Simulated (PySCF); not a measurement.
Some computed properties have been withheld. Give your best values.

C7H11Cl.
Atom-mapped SMILES: `[CH3:1][C@@:2]12[CH2:3][C@@H:4]1[CH2:5][CH2:6][C@H:7]2[Cl:8]` (hydrogens: H9, H10, H11 on C1; H12, H13 on C3; H14 on C4; H15, H16 on C5; H17, H18 on C6; H19 on C7)

```json
{"property": "point group of the GFN2-xTB geometry", "level": "GFN2-xTB", "value": "C1"}
{"property": "rotational constants A, B, C of the GFN2-xTB geometry", "level": "GFN2-xTB", "value": "?"}
{"property": "dipole moment", "level": "PBE0/def2-SVPD", "value": "2.11 D"}
{"property": "HOMO energy", "level": "PBE0/def2-SVPD", "value": "-7.79 eV"}
{"property": "LUMO energy", "level": "PBE0/def2-SVPD", "value": "0.67 eV"}
{"property": "lowest singlet excitation", "level": "TDDFT PBE0/def2-SVPD", "value": "?"}
{"property": "strongest line among the 6 lowest singlet transitions", "level": "TDDFT PBE0/def2-SVPD", "value": "S4 at 7.56 eV (164 nm, f = 0.030)"}
{"property": "lowest triplet excitation (Tamm–Dancoff)", "level": "TDA PBE0/def2-SVPD", "value": "?"}
{"property": "static isotropic polarisability", "level": "PBE0/def2-SVPD", "value": "89.9 au"}
{"property": "electronic spatial extent ⟨r²⟩ about the centre of nuclear charge", "level": "PBE0/def2-SVPD", "value": "1075 bohr²"}
{"property": "13C chemical shifts (computed TMS as zero) by class", "level": "GIAO PBE0/pcSseg-1", "value": "72.8 (C7), 36.9 (C6), 33.1 (C2), 29.3 (C5), 28.4 (C4), 20.9 (C1), 16.9 (C3) ppm"}
{"property": "1H chemical shifts (computed TMS as zero) by class", "level": "GIAO PBE0/pcSseg-1", "value": "?"}
{"property": "isotropic shieldings of nuclei other than C and H, by class", "level": "GIAO PBE0/pcSseg-1", "value": "794 (Cl8) ppm"}
```

Electronic properties: PySCF, gas phase, density fitting. One conformer (not necessarily the lowest) at the GFN2-xTB geometry, without solvent or vibrations. NMR classes are plain means over equivalent atoms (diastereotopic ones count apart unless rotation or inversion swaps them), as if these changed places fast; in this geometry the members of some classes differ.

(1) Give the rotational constants A, B, C of the GFN2-xTB geometry.

(2) What is the lowest singlet excitation?

(3) Give the lowest triplet excitation (Tamm–Dancoff).

(4) Give the 1H chemical shifts (computed TMS as zero) by class.

Results:

(1) 2.464, 1.692, 1.209 GHz.

(2) 7.17 eV (173 nm, f = 0.010).

(3) 6.61 eV.

(4) 4.22 (H19), 2.34 (H16), 1.89 (H18), 1.75 (H17), 1.72 (H15), 1.46 (H9/H10/H11), 1.17 (H14), 0.38 (H12), 0.22 (H13) ppm.

No computed singlet falls in the visible range (750 to 380 nm, 1.65 to 3.26 eV); S1 lies 3.91 eV above its blue end. The largest Löwdin shares of the HOMO are 0.23 on C4, 0.21 on C2, 0.10 on Cl8 and 0.08 on C3. The rotational constants make it an asymmetric top with κ = (2B − A − C)/(A − C) = -0.23, nearer the prolate limit (−1). In atomic units the dipole is 0.83 e·bohr (1 au = 2.5417 D).

For the NMR shielding job (PBE0/pcSseg-1), the run took 41 s wall on one thread, Intel Xeon Platinum 8259CL at 2.50 GHz (x86_64), no GPU, shared host with 96 logical CPUs at a one-minute load of 14, and the process peaked at 0.89 GiB of memory.
